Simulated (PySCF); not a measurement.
## C₆ coefficients of unlike pairs at B3LYP

Calculated with PySCF 2.14 from the dipole response of each species, C₆(A,B) = (3/π) ∫ α_A(iu) α_B(iu) du, in atomic units, from isotropic polarisabilities. For ions this is the dispersion term alone; charge-induced terms of lower order in 1/R come first.

```tsv
species	configuration	basis	relativity	α (bohr³)	C₆ (like pair)
Ar(3+)	[Ne] 3s2 3p3 (4S)	aug-cc-pVDZ-DK (5s4p2d)	spin-free X2C	3.483	9.434
Si	[Ne] 3s2 3p2 (3P)	dyall-av2z (13s9p2d)	none	39.12	324.5
Ba	[Xe] 6s2 (1S)	aug-cc-pVDZ-X2C (8s7p5d)	spin-free X2C	249.0	4716
```

**Question.** Estimate C₆ for Si with Ar(3+).

**Answer.** The integral gives 46.15. The combination rule 2 C_A C_B / (C_A α_B/α_A + C_B α_A/α_B) gives 45.40 and the geometric mean 55.33.

No spin-orbit coupling is included.

The other pairs:

```tsv
pair	C₆
Ba, Si	1114
Ba, Ar(3+)	132.2
```
